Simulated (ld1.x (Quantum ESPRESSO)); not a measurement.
## tungsten (W): excitation energies, all-electron against PAW

ld1.x (Quantum ESPRESSO) 7.5 input, shortened:

```
&input
   title='W', zed=74., rel=1, dft='PBE', iswitch=3,
   config='[Xe] 4f14 5d4 6s1.75 6p0.25'
 /
 &inputp
   pseudotype=3, lpaw=.true., tm=.true., lloc=-2, rcloc=2.15,
   nlcc=.true., new_core_ps=.true.,
   which_augfun='BESSEL', rmatch_augfun=1.95
 /
6
6S  1  0   1.75   0.00  2.40  2.80  0.0
6S  1  0   0.00   3.70  2.40  2.80  0.0
6P  2  1   0.25   0.00  2.05  2.85  0.0
6P  2  1   0.00   2.90  2.05  2.85  0.0
5D  3  2   4.00   0.00  2.20  2.85  0.0
5D  3  2   0.00   0.25  2.20  2.85  0.0
 &test
   configts(1)='5d4 6s1.75 6p0.25'
 /
```

Energies are relative to the spin-unpolarised reference configuration 5d4 6s1.75 6p0.25; without spin polarisation the order of configurations can differ from experiment.

Task: Give the all-electron excitation energy and the error of the potential for: 5d4 6s2 6p0; 5d4 6s1 6p0; 5d4 6s0 6p0; 5d3 6s2 6p0; 5d4.5 6s1.5 6p0; 5d3 6s0 6p0; 5d5 6s0 6p0.

Result:

```json
{"valence configuration": "5d4 6s2 6p0", "charge": "0", "ΔE all-electron (eV)": "-1.096", "error AE − PS (meV)": "+0.3"}
{"valence configuration": "5d4 6s1 6p0", "charge": "+1", "ΔE all-electron (eV)": "7.788", "error AE − PS (meV)": "-3.8"}
{"valence configuration": "5d4 6s0 6p0", "charge": "+2", "ΔE all-electron (eV)": "23.467", "error AE − PS (meV)": "-17"}
{"valence configuration": "5d3 6s2 6p0", "charge": "+1", "ΔE all-electron (eV)": "7.734", "error AE − PS (meV)": "-24"}
{"valence configuration": "5d4.5 6s1.5 6p0", "charge": "0", "ΔE all-electron (eV)": "-0.401", "error AE − PS (meV)": "-6.9"}
{"valence configuration": "5d3 6s0 6p0", "charge": "+3", "ΔE all-electron (eV)": "48.849", "error AE − PS (meV)": "-186"}
{"valence configuration": "5d5 6s0 6p0", "charge": "+1", "ΔE all-electron (eV)": "8.596", "error AE − PS (meV)": "-43"}
```

Levels in the configuration 5d4.5 6s1.5 6p0:

```tsv
level	all-electron (eV)	pseudo (eV)
5d	-3.864	-3.850
6s	-5.413	-5.418
```
